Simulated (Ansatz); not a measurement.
One change: `C[CH2][Al]([CH3])[F]` becomes `[CH3][Al]([F])[SiH2]F`.

Ansatz, PBE0-D4/def2-TZVP geometries, multiplicity 1. Each molecule was computed in one conformer, which needn't be the lowest.

```
                                          property  `C[CH2][Al]([CH3])[F]`
             HOMO energy (ωB97M-V/def2-TZVPP) / eV                   -9.73
                 LUMO energy (PBE/def2-TZVPP) / eV                   -1.07
    size of the dipole moment (PBE/def2-TZVPP) / D                    1.82
size of the dipole moment (ωB97M-V/def2-TZVPP) / D                    1.80
                 HOMO energy (PBE/def2-TZVPP) / eV                   -6.25
             LUMO energy (ωB97M-V/def2-TZVPP) / eV                    1.23
```

(1) Give the same properties after the change, and the shifts. (An estimate is asked.)

## Answers

(1) Ansatz gave: 
```csv
property,`[CH3][Al]([F])[SiH2]F`,shift
HOMO energy (ωB97M-V/def2-TZVPP) / eV,-9.64,0.09
LUMO energy (PBE/def2-TZVPP) / eV,-2.29,-1.22
size of the dipole moment (PBE/def2-TZVPP) / D,1.06,-0.76
size of the dipole moment (ωB97M-V/def2-TZVPP) / D,1.07,-0.73
HOMO energy (PBE/def2-TZVPP) / eV,-6.44,-0.19
LUMO energy (ωB97M-V/def2-TZVPP) / eV,0.10,-1.13
```

With PBE0 the HOMO falls by 0.10 eV and the LUMO falls by 1.26 eV, so the gap narrows by about 1.16 eV. PBE moves the HOMO by -0.19 eV and ωB97M-V by 0.09 eV. Dipoles are sizes alone; their direction can turn.
